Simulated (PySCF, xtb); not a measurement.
Al(GeH3)(H)(Me) (CH7AlGe), SMILES [CH3][AlH][GeH3].

GFN2-xTB (xtb 6.7.1) at its own geometry gives an orbital gap of 4.14 eV and a dipole moment of 2.28 D.

The structure is a stationary point at PBE-D3(BJ)/def2-SVP. The structure was generated by enumeration; whether it is a known compound was not checked.

Question: What does B3LYP/def2-TZVPD (PySCF) give? (Estimate from the structure and the level; the computed values follow.)

Answer: gap 5.26 eV (levels -7.19 and -1.93 eV), dipole 1.26 D.
